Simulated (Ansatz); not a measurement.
Ga(Me)(OH)2 (CH5GaO2), SMILES [CH3][Ga]([OH])[OH].

Geometry: PBE-D3(BJ)/def2-SVP. The values are those of a single conformer.

Two levels are set side by side: PBE/def2-SVPD (Ansatz, a program for electronic structure) and PBE0/def2-SVPD (Ansatz). Energy differences of separate SCF runs at the same geometry; the states with an electron removed or added have multiplicity 2 and 2. Differences are taken from unrounded values.

| quantity | PBE0 | PBE | PBE minus PBE0 |
|---|---|---|---|
| vertical ionisation energy (eV) | 10.74 | 10.26 | -0.48 |
| vertical singlet–triplet gap (eV) | 6.24 | 5.59 | -0.65 |
